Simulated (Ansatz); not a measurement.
Calculation: frozen-core CCSD(T)/cc-pVTZ // r2SCAN-D4/def2-TZVP run with Ansatz (an electronic-structure program).

Ansatz 0.2 input:
```yaml
crystal:
  periodic: [false, false, false]
  atoms:
    - { symbol: N, position_ang: [-2.953792, -0.582026, -0.685622] }
    - { symbol: Si, position_ang: [-1.606771, 0.307949, -0.0668] }
    - { symbol: Si, position_ang: [0.320982, -1.019185, -0.190931] }
    - { symbol: Si, position_ang: [2.136963, 0.258709, 0.561558] }
    - { symbol: O, position_ang: [1.461297, 1.6723, 1.109207] }
    - { symbol: H, position_ang: [-3.148927, -1.501074, -0.317613] }
    - { symbol: H, position_ang: [-3.816766, -0.093265, -0.875732] }
    - { symbol: H, position_ang: [-1.457265, 1.518496, -0.916162] }
    - { symbol: H, position_ang: [-1.739123, 0.778749, 1.345894] }
    - { symbol: H, position_ang: [0.565756, -1.485945, -1.584393] }
    - { symbol: H, position_ang: [0.158306, -2.231786, 0.663643] }
    - { symbol: H, position_ang: [3.108055, 0.525881, -0.539535] }
    - { symbol: H, position_ang: [2.901993, -0.420024, 1.648141] }
    - { symbol: H, position_ang: [2.057413, 2.335793, 1.46789] }
basis:
  gaussian: { orbitals: cc-pVTZ }
correlation:
  method: ccsd_t
```

Output:

```
Functional definition: HF
1650 factors; integrals over basis functions are off by at most 1.0e-3 eV
mean field evaluation 1: about -27247.0200 eV, gradient 4.7e1 eV
mean field evaluation 2: about -27247.3236 eV, gradient 4.8e1 eV
mean field evaluation 4: about -27252.3971 eV, gradient 4.1e0 eV
mean field evaluation 8: about -27252.4837 eV, gradient 3.4e-1 eV
mean field evaluation 16: about -27252.4843 eV, gradient 2.4e-6 eV
mean field -27252.48433825 eV, -1001.5103270335 hartree, gradient 2.4e-6 eV, S^2 0.000000; 0 other end points of the search recorded, 0 dependent functions left out
17 core orbitals not correlated
reference -27252.48433825 eV, -1001.5103270335 hartree; 16, 16 occupied and 255, 255 virtual orbitals, 1650 factors
second order -22.64681018 eV of doubles, -0.00000000 eV of singles
cycle   1  -23.66876669 eV  change    -1.0e0 eV  update   1.1e-1
cycle   2  -24.32973536 eV  change   -6.6e-1 eV  update   3.3e-2
cycle   3  -24.43353858 eV  change   -1.0e-1 eV  update   1.5e-2
cycle   4  -24.42108445 eV  change    1.2e-2 eV  update   3.9e-3
cycle   5  -24.42039098 eV  change    6.9e-4 eV  update   1.6e-3
cycle   6  -24.42027525 eV  change    1.2e-4 eV  update   4.7e-4
cycle   7  -24.41992297 eV  change    3.5e-4 eV  update   1.7e-4
cycle   8  -24.41991302 eV  change    1.0e-5 eV  update   6.3e-5
cycle   9  -24.41994100 eV  change   -2.8e-5 eV  update   2.6e-5
perturbative correction -0.88126409 eV, -0.0323858580 hartree
Total energy: -27277.78554334 eV, -1002.4401291708 hartree
```

Cost: very roughly 30 core-minutes.
